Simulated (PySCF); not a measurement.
Compound: CH9AsGaN.
Geometry (PBE0-D3(BJ)/def2-SVP, Å), atoms numbered from 1 in this order:
```
atom  x, y, z in Å
C1    -1.7096    0.8387   -0.5133
N2    -1.1153   -0.2834    0.1621
Ga3   -0.0887   -1.6187   -0.5779
As4    2.1369    0.0746   -0.0038
H5    -1.3685    1.8183   -0.1227
H6    -2.8161    0.8423   -0.4616
H7    -1.4472    0.8163   -1.5833
H8    -1.3264   -0.3144    1.1534
H9     0.0218   -1.5984   -2.1412
H10    0.3003   -2.8039    0.3696
H11    2.0166    0.4591    1.4574
H12    3.6421    0.3069   -0.0813
H13    1.7604    1.4459   -0.5289
```

Level of theory: PySCF, PBE0-D3(BJ)/def2-SVP geometry optimisation, gas phase.

Problem. Which atoms are bound to Ga3, and at what distances?

Solution. 4 atoms: H10 1.566 Å, H9 1.567 Å, N2 1.840 Å, As4 2.855 Å. The nearest atom not counted as bound is H8, at 2.50 Å.

Problem. List the angles at Ga3.

Solution. 
```
      angle  degrees  distance of the outer atoms (Å)
 H9–Ga3–H10    126.6                             2.80
 N2–Ga3–H10    116.4                             2.90
  N2–Ga3–H9    115.5                             2.89
 As4–Ga3–H9     97.9                             3.44
As4–Ga3–H10     97.7                             3.43
 N2–Ga3–As4     85.6                             3.28
```

Problem. Describe the arrangement about Ga3 in numbers.

Solution. Angles from 85.6° to 126.6°; τ4 = (360° − α − β)/141° = 0.83 with α and β the two widest (0 for a square, 1 for a tetrahedron).

Problem. What are the other bond lengths?

Solution. C1–N2 1.438 Å; C1–H5, C1–H6, C1–H7 1.106 Å; N2–H8 1.014 Å; As4–H11, As4–H13 1.516 Å; As4–H12 1.525 Å.

Problem. Give some angles away from the centre.

Solution. C1–N2–Ga3 127.4°.

Problem. What are the rotational constants (commonest isotopes, rigid rotor)?

Solution. A = 3422, B = 1269, C = 981.0 MHz: an asymmetric top.

Point group: C1 (no symmetry element, even within 0.4 Å). Charge 0, singlet. Stationary, but not proved a minimum.

Hardware: Arm Neoverse V1, one thread, shared host with 32 logical CPUs at a one-minute load of 27. Cost: 1.9 min, 0.52 GiB resident at most. These figures are those of the optimisation.

One conformer stands for the species.
